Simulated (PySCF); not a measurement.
**Trend along the fourth-period p block: MC molecules**

CCSD(T) with double-zeta basis sets in PySCF, for the lowest determinant that a PBE0 search found; no spin–orbit coupling. De refers to high-spin ground-configuration atoms.

```csv
M,basis,"reference, frozen orbitals",state (unpaired electrons),Re (Å),ωe (cm⁻¹),De (eV)
Ga,def2-SVP,"UHF, 10","quartet (σ ↑, π ↑↑)",2.003,571,2.95
Ge,pcseg-1,"ROHF, 10","triplet (σ ↑, π ↑)",1.830,780,3.29
Se,def2-SVP,"RHF, 10",singlet (closed shell),1.689,1042,5.77
Br,def2-SVP,"UHF, 10",doublet (π ↑),1.831,726,3.11
```

The shortest bond is that of CSe (1.689 Å), the longest that of GaC (2.003 Å).

The rows differ in basis set, which adds steps of its own.

The state changes along the series, so neighbouring rows are not always alike in their bonding.

Correlated steps freeze 10 core orbitals. UHF and ROHF references stand side by side, which adds small steps between rows. Correlated levels converge slowly with the basis: in double zeta they bind strong bonds too weakly, by up to about 1 eV, and carry superposition errors of some tenths. Spin–orbit coupling is left out. Where the molecule has an RHF reference, its open-shell atoms are computed with UHF. The CCSD T1 diagnostic is raised in CSe, a sign that a single reference may not be enough there. States were picked by a PBE0 search and need not be the measured ground states.
